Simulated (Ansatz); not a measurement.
Computed with Ansatz on PBE0-D4/def2-TZVP structures; ΔE is electronic, products minus reactants. CCSD(T)/CBS is the MP2 limit (def2-TZVPP, def2-QZVPP) plus CCSD(T) − MP2 in def2-TZVPP, frozen cores. This one scheme is used for every species. DFT in def2-TZVPP. One conformer a species, not always the lowest.

Reaction (formal exchange of groups at the Si–F bond): `F[SiH2]C[SiH2]F` + CH₄ → `C[SiH2]C[SiH2]F` + H–F

```json
{"level": "PBE-D4", "ΔE (kJ/mol)": "128.9", "difference from CCSD(T)/CBS": "-9.1"}
{"level": "r2SCAN-D4", "ΔE (kJ/mol)": "143.3", "difference from CCSD(T)/CBS": "5.3"}
{"level": "ωB97M-V", "ΔE (kJ/mol)": "140.5", "difference from CCSD(T)/CBS": "2.5"}
{"level": "B2PLYP", "ΔE (kJ/mol)": "149.1", "difference from CCSD(T)/CBS": "11.1"}
{"level": "PBE", "ΔE (kJ/mol)": "135.1", "difference from CCSD(T)/CBS": "-2.9"}
{"level": "HF/def2-TZVPP", "ΔE (kJ/mol)": "165.4", "difference from CCSD(T)/CBS": "27.4"}
{"level": "CCSD/def2-TZVPP", "ΔE (kJ/mol)": "141.6", "difference from CCSD(T)/CBS": "3.6"}
{"level": "MP2/def2-QZVPP", "ΔE (kJ/mol)": "138.9", "difference from CCSD(T)/CBS": "0.9"}
{"level": "SCS-MP2/def2-QZVPP", "ΔE (kJ/mol)": "145.5", "difference from CCSD(T)/CBS": "7.5"}
{"level": "CCSD/CBS(def2)", "ΔE (kJ/mol)": "141.3", "difference from CCSD(T)/CBS": "3.3"}
{"level": "CCSD(T)/CBS", "ΔE (kJ/mol)": "138.0", "difference from CCSD(T)/CBS": "0"}
```

Largest T1 diagnostic among the species: 0.011.

The D4 term adds −9.7 kJ/mol with B3LYP and −5.5 kJ/mol with PBE0; it sums over pairs of atoms, weighted by their polarisabilities, and B3LYP, whose exchange is more repulsive, gets the larger term. In def2-TZVPP, CCSD(T) changes the Hartree–Fock value by −27.0 kJ/mol (the triples alone add −3.3 kJ/mol) and MP2 by −27.0 kJ/mol.

B3LYP here is the variant with VWN-RPA as its local correlation; programs differ in this.
